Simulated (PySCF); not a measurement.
## Assignment exercise: C₁₀H₁₂

Geometry:
| atom | x (Å) | y (Å) | z (Å) |
| --- | --- | --- | --- |
| C1 | 2.839 | 0.383 | 0.111 |
| C2 | 2.694 | -0.960 | -0.197 |
| C3 | 1.428 | -1.495 | -0.331 |
| C4 | 0.292 | -0.712 | -0.160 |
| C5 | 0.437 | 0.638 | 0.148 |
| C6 | 1.716 | 1.168 | 0.281 |
| C7 | -0.753 | 1.532 | 0.371 |
| C8 | -2.037 | 0.944 | -0.201 |
| C9 | -2.181 | -0.500 | 0.264 |
| C10 | -1.064 | -1.341 | -0.343 |
| H11 | 3.824 | 0.815 | 0.218 |
| H12 | 3.564 | -1.586 | -0.331 |
| H13 | 1.311 | -2.543 | -0.572 |
| H14 | 1.824 | 2.217 | 0.522 |
| H15 | -0.875 | 1.678 | 1.451 |
| H16 | -0.558 | 2.514 | -0.066 |
| H17 | -2.894 | 1.538 | 0.122 |
| H18 | -2.001 | 0.970 | -1.292 |
| H19 | -2.118 | -0.535 | 1.354 |
| H20 | -3.151 | -0.904 | -0.032 |
| H21 | -1.246 | -1.460 | -1.417 |
| H22 | -1.063 | -2.342 | 0.096 |

Computed data (PySCF 2.14.0 with density-fitted response routines): GFN2-xTB geometry, GIAO PBE0/pcSseg-1 shieldings. No relativistic terms, one conformer, one averaged value for each set of equivalent atoms, no solvent model.

Referencing at the same level of theory: 13C (σref 186.93) and 1H (σref 31.72) vs TMS.

**Question.** Assign these signals to the numbered atoms. 13C{1H} NMR (computed): δ 141.2, 135.2, 131.3, 33.6, 27.4.

**Answer.** 
```tsv
δ (ppm)	atoms	environment	reason
141.2	C4/C5	substituted aromatic carbon	–
135.2	C3/C6	aromatic CH	the aromatic region
131.3	C1/C2	aromatic CH	–
33.6	C7/C10	sp3 CH2 on an aromatic ring	aliphatic region, no heteroatom directly attached
27.4	C8/C9	sp3 CH2 in a ring	a saturated carbon with 2 carbon neighbours and no heteroatom attached
```

**Question.** Assign these signals to the numbered atoms. 1H NMR (400 MHz, computed): δ 7.40 (m, 2H), 7.37 (m, 2H), 2.89 (m, 4H), 1.79 (m, 4H).

**Answer.** 
7.40 → H11/H12, hydrogen on an aromatic CH: it sits in the deshielding region of the aromatic ring current
7.37 → H13/H14, hydrogen on an aromatic CH
2.89 → H15/H16/H21/H22, hydrogen on an sp3 CH2 on an aromatic ring: benzylic-type position, deshielded by the ring
1.79 → H17/H18/H19/H20, hydrogen on an sp3 CH2 in a ring

H11/H12 and H13/H14 lie closer than the usual error of such a calculation, so a measured spectrum could show them in the other order.

Shifts are as computed. Against solution values, carbons near 30 ppm lie about +3 ppm off and those near 130 ppm about +5 ppm. Of 1211 compounds with measured shifts, 218 miss one by over three times the rms of a fit or turn the order of signals round; such compounds aren't used in these exercises. Multiplicities follow the n + 1 count of equivalent neighbours, as no J values were calculated; m marks all less simple cases, F and P coupling included.
